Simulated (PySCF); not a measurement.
# How methods differ on the excitation energy of Kr²⁺

Kr²⁺ [Ar] 3d10 4s2 4p4 (3P) → Kr²⁺ [Ar] 3d10 4s1 4p4 4d1 (high-spin determinant), as a difference of total energies. All numbers are calculated (PySCF 2.14, scalar relativity through the core potential, in aug-cc-pVTZ-PP with ECP10MDF (6s5p4d2f, 55 functions)). Correlated levels: valence: 3s2 3p6 3d10 frozen. The calculations carry no spin-orbit coupling.

```tsv
method	excitation energy (eV)
UHF	30.585
MP2 (valence)	30.939
SCS-MP2 (valence)	31.066
CCSD (valence)	30.364
CCSD(T) (valence)	30.187
```

Question: How much does correlation contribute at CCSD(T) (valence)?

Answer: 30.187 − (30.585) = -0.398 eV, measured against UHF.

The promoted electron is Rydberg-like, and one or two diffuse shells describe it only roughly, which tends to raise the upper state.

The coupled-cluster amplitudes are large for the upper state (T1 above 0.03 or a double amplitude above 0.15), so a single reference is strained.

The determinant of the upper state mixes LS terms, which raises its energy above the lowest term, most at the Hartree-Fock and MP2 levels.
